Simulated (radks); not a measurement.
The numbers below are computed, except where a source is named.
Spherical jellium clusters: N electrons in a uniform positive sphere of charge N and radius rs N^(1/3), rs = 2.34 bohr. Level of theory: non-relativistic Kohn-Sham, LDA (Slater exchange, Perdew-Wang correlation), spin-polarised, spherical densities (a radial shooting solver with Libxc functionals). Levels are named by radial order and angular momentum (1s, 1p, 1d, 2s, ...), and open shells are averaged over m.

N = 28, configuration 1s2 1p6 1d10 2s2 1f(up 7, down 1). This is the lowest configuration that the search found. Occupied and some empty levels:

| level | occupation | eigenvalue (eV) | <r> (bohr) |
|---|---|---|---|
| 1s up | 1 | -10.771 | 4.150 |
| 1s down | 1 | -10.456 | 3.986 |
| 1p up | 3 | -8.7291 | 5.086 |
| 1p down | 3 | -8.2477 | 4.998 |
| 1d up | 5 | -6.3236 | 5.773 |
| 1d down | 5 | -5.7599 | 5.750 |
| 2s up | 1 | -5.5828 | 5.023 |
| 2s down | 1 | -5.2381 | 5.117 |
| 1f up | 7 | -3.6468 | 6.426 |
| 1f down | 1 | -3.0665 | 6.476 |
| 2p up | 0 | -2.7899 | 6.399 |
| 2p down | 0 | -2.4770 | 6.528 |
| 1g up | 0 | -0.85352 | 7.299 |
| 2d up | 0 | -0.61884 | 9.100 |
| 2d down | 0 | -0.40133 | 9.722 |
| 1g down | 0 | -0.33375 | 7.560 |

Energy (eV): total -23.8973, kinetic 130.44, external -3497.4, Hartree 1701.8, exchange-correlation -160.16, background 1801.4.

Electron density:

| r (bohr) | n(r) (e/bohr^3) |
|---|---|
| 0.532 | 0.02296 |
| 1.42 | 0.01981 |
| 2.31 | 0.01690 |
| 3.20 | 0.01685 |
| 4.09 | 0.01896 |
| 4.98 | 0.01960 |
| 5.87 | 0.01592 |
| 6.75 | 0.009366 |
| 7.64 | 0.004076 |
| 8.53 | 0.001496 |
| 9.42 | 0.0005066 |
| 10.3 | 0.0001649 |
| 11.2 | 0.00005261 |
